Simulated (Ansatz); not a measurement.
Input file for Ansatz (a quantum-chemistry and plane-wave program): R-PBE0/def2-TZVPP on ClGeH2N (SMILES [NH2][Ge][Cl]), a point of a torsion scan.

Ansatz 0.2 input:
```yaml
crystal:
  periodic: [false, false, false]
  atoms:
    - {symbol: N, position_ang: [-0.84023942, -0.09604367, 0.17419560]}
    - {symbol: Ge, position_ang: [0.82845127, -0.76019310, 0.67649516]}
    - {symbol: Cl, position_ang: [1.89157237, -0.65166223, -1.24128476]}
    - {symbol: H, position_ang: [-1.01583098, 0.89844926, 0.24251137]}
    - {symbol: H, position_ang: [-1.14434910, -0.36153842, -0.75838907]}
basis:
  gaussian:
    orbitals: def2-TZVPP
hamiltonian:
  xc: {name: PBE0}
scf: {lower_state_search: off}
```

Output:

```
WARN ansatz: RAYON_NUM_THREADS=1 ignored (pool sized by the plan → 1); use --threads N
Functional definition: PBE0
these checks for a lower state are left out or cut short: stability, starts, cluster_reference, orbital_swaps, neighbouring_geometries, increment
integrals: 0.07 GiB planned
999 factors; their error is unknown
mean field: 0.61 GiB planned
mean field evaluation 1: about -70545.0701 eV, gradient 6.3e1 eV
mean field evaluation 2: about -70503.8112 eV, gradient 1.2e2 eV
mean field evaluation 4: about -70552.3080 eV, gradient 8.8e0 eV
mean field evaluation 8: about -70552.4774 eV, gradient 1.6e-1 eV
mean field evaluation 16: about -70552.7843 eV, gradient 1.8e-4 eV
mean field -70552.78432198 eV, -2592.7670014380 hartree, gradient 6.1e-6 eV, S^2 0.000000; 0 other end points of the search recorded, 0 dependent functions left out
reference -70552.78434452 eV, -2592.7670022663 hartree; 29, 29 occupied and 120, 120 virtual orbitals, 999 factors
Total energy: -70552.78434452 eV, -2592.7670022663 hartree
Checks for a lower state left out: stability, starts, cluster_reference, orbital_swaps, neighbouring_geometries, increment
```

The calculation finished and met its thresholds.

Cost: roughly 2.2 core-seconds.
